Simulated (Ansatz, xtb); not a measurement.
# Relative energy of two isomers of C3H6O3Si

We compare X, `C[Si@@H]1OCC(=O)O1`, a singlet, with Y, `O[Si]1(O)CC=CO1`, a singlet. Both are isolated molecules in the gas phase, relaxed with PBE0-D3(BJ)/def2-SVP; the shapes shown needn't be the lowest conformers.

X (Å):

```xyz
13

C    -3.0727    1.9513   -0.2222
C     0.5205    0.4159   -0.4804
C     0.6835    1.4414    0.6430
O    -0.5957    0.7347   -1.2720
O     1.5297    1.4112    1.4827
O    -0.2673    2.3969    0.5606
Si   -1.3187    2.1561   -0.7611
H    -3.7052    1.6794   -1.0819
H    -3.4597    2.8924    0.1987
H    -3.1582    1.1618    0.5390
H    -1.1464    3.2600   -1.7393
H     0.4123   -0.5834   -0.0256
H     1.4478    0.4061   -1.0793
```

Y (Å):

```xyz
13

C    -0.1380    1.8791    0.6265
C     0.1324    0.5285    1.2394
C    -0.3935   -0.5116    0.5737
O    -0.3052    1.7727   -2.2753
O    -2.6736    1.8682   -1.1074
O    -1.1175   -0.2857   -0.5585
Si   -1.1073    1.3844   -0.8951
H    -0.8101    1.7150   -3.0922
H    -3.3334    1.3999   -0.5873
H     0.7860    2.4153    0.3502
H    -0.7037    2.5488    1.2970
H     0.7180    0.3929    2.1507
H    -0.3030   -1.5643    0.8541
```

Quicker runs give these differences E(Y) − E(X): GFN2-xTB −20.3 kJ/mol; HF/STO-3G +57.2 kJ/mol (at GFN2-xTB geometries); r2SCAN-D4/def2-SVP −68.2 kJ/mol (at GFN2-xTB geometries).

Problem. Estimate which is lower in electronic energy at CCSD(T)/def2-SVP + ΔMP2/def2-TZVPP, and by roughly how much.

Solution. The CCSD(T)/def2-SVP + ΔMP2/def2-TZVPP calculation puts structure Y lower, by 113.1 kJ/mol.

Level by level:

```tsv
level	geometry	E(Y) − E(X) (kJ/mol)	departure from the last row (kJ/mol)	job, with rough time for the two
GFN2-xTB	GFN2-xTB	−20.3	+92.8	optimisation, 0.19 s
HF/STO-3G	GFN2-xTB	+57.2	+170.3	single point, 0.34 s
r2SCAN-D4/def2-SVP	GFN2-xTB	−68.2	+44.9	single point, 3.6 s
PBE0-D3(BJ)/def2-SVP	PBE0-D3(BJ)/def2-SVP	−65.0	+48.1	optimisation, 34 s
HF/def2-SVP	PBE0-D3(BJ)/def2-SVP	−61.9	+51.2	part of the CCSD(T) run
MP2/def2-SVP	PBE0-D3(BJ)/def2-SVP	−79.4	+33.7	part of the CCSD(T) run
CCSD(T)/def2-SVP	PBE0-D3(BJ)/def2-SVP	−71.1	+42.0	single point
CCSD(T)/def2-SVP + ΔMP2/def2-TZVPP	PBE0-D3(BJ)/def2-SVP	−113.1		single point, 56 s
```

As drawn, Y has 1 O–Si, 1 C=C, 2 O–H in place of 1 C–O, 1 C=O, 1 C–H, 1 Si–H.

HF/STO-3G puts the two in the other order. The largest departure from CCSD(T)/def2-SVP + ΔMP2/def2-TZVPP is that of HF/STO-3G, 170.3 kJ/mol. The last row adds to CCSD(T) the change of the MP2 difference between the two basis sets, here −42.0 kJ/mol, a large step that makes the value less sure.

With thermal terms from frequencies at re-optimised GFN2-xTB minima (ideal gas, soft modes damped towards free rotors, one conformer each, 298.15 K, 1 atm): on the last row, ΔE + ΔZPE = −110.8, ΔH = −110.0, ΔG = −109.8 kJ/mol.

The correlated steps freeze 11 core orbitals. Mirror images aren't counted in ΔG. Programs: Ansatz 0.2.0, xtb 6.7.1; the last row on 4 threads of Arm Neoverse V1 on a shared host.
